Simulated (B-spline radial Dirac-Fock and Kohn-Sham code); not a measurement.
# Cs⁺: non-radiative channels of the 4p1/2 vacancy

System: cesium as Cs⁺, [Kr] 4d10 5s2 5p6, inside a Watson sphere of charge -1 and radius 2.2 Å (a model of the Madelung potential; inside it an electron's potential energy is raised by 6.5 eV).

The run's input, task.json:

```json
{"items": [{
  "Z": 55,
  "q": 1,
  "cfg": [[1, 0, 2], [2, 0, 2], [2, 1, 6], [3, 0, 2], [3, 1, 6], [3, 2, 10], [4, 0, 2], [4, 1, 6], [4, 2, 10], [5, 0, 2], [5, 1, 6]],
  "A": 133,
  "rrms": 4.8041,
  "watson": [-1, 2.2],
  "do": ["binding", "quiet", "decay"],
  "holes": ["K", "L1", "L2", "L3", "M1", "M2", "M3", "M4", "M5", "N1", "N2", "N3", "N4", "N5"]
}]}
```

Command: `python xray_run.py task.json out`

Level of theory: independent-particle radiative and Coulomb Auger rates from relativistic LDA hole-state orbitals, with Dirac-Fock energies; a B-spline atomic structure program. Kinetic energies are configuration averages from the vacuum level; the two-hole energies are estimated from single-hole states.

```
transition  kinetic energy (eV)  width (meV)  share (%)
   N2-N4N4                 3.99         2590       14.4
   N2-N4N5                 6.02        12800       71.3
   N2-N5N5                 8.56          461        2.6
   N2-N4O1                60.14          502        2.8
   N2-N5O1                62.42         73.3        0.4
   N2-N4O2                77.21          342        1.9
   N2-N4O3                79.16          694        3.9
   N2-N5O2                79.35          337        1.9
   N2-N5O3                81.48         79.4        0.4
```

Coster-Kronig rates are the weakest part of this model and often come out 1.5 to 2.5 times too large. Super-Coster-Kronig decay this fast strains the one-particle picture, and such widths tend to come out too large. Channels within a few eV of threshold rest on estimated energies and may be closed in reality. The listed channels hold 100 % of the non-radiative rate. Summed by principal shells, of 18.0 eV in all: NNN 88.3 %, NNO 11.3 %, NOO 0.4 %.

Values without a named source are computed, but for edge energies of neutral atoms, which are taken from tables.
